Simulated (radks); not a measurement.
Values are calculated unless marked as measured or tabulated.
Excited configurations of Nb7+: one electron is placed in a higher orbital outside [Ar] 3d10 4s2 4p3. The ground configuration is [Ar] 3d10 4s2 4p4. Code: a radial shooting solver on a logarithmic mesh with Libxc functionals. Model: scalar-relativistic Kohn-Sham, PBE, spin-polarised, spherical densities, finite nucleus; open shells are filled with parallel spins first (spin-orbit coupling, left out, can overturn this in heavy ions); Fermi nuclear charge, rms radius 4.324 fm. Excitation = E - E(ground); binding = E(ion) - E, where the ion is the core of charge +8; n* = 8/sqrt(2 binding) in atomic units. These energies are relativistic, and a one-electron ion of charge +8 with no core already has n* below n in this formula (scalar-relativistic equation, point nucleus: 5s 4.999, 6s 5.999, 6p 5.999, 6d 6.000, 7d 7.000). The quantum defect is therefore taken as that value minus n*, so that it holds no relativistic shift of the bare ion.

| outer orbital | excitation (eV) | binding (eV) | n* | quantum defect | eigenvalue (eV) | <r> (bohr) |
|---|---|---|---|---|---|---|
| 5s | 58.901 | 78.192 | 3.337 | 1.661 | -73.453 | 2.151 |
| 6s | 90.588 | 46.505 | 4.327 | 1.671 | -44.036 | 3.594 |
| 6p | 94.993 | 42.100 | 4.548 | 1.451 | -39.785 | 3.859 |
| 6d | 101.99 | 35.101 | 4.981 | 1.019 | -33.050 | 4.401 |
| 7d | 112.59 | 24.505 | 5.961 | 1.038 | -23.205 | 6.439 |

The Delta-SCF ionisation energy is 137.09 eV (NIST Atomic Spectra Database: 136 eV, theoretical). Self-interaction in the functional shifts the binding energies and quantum defects, so they are the method's values and not measured ones. Open shells are spherical and high-spin; term and fine-structure splittings are not resolved.
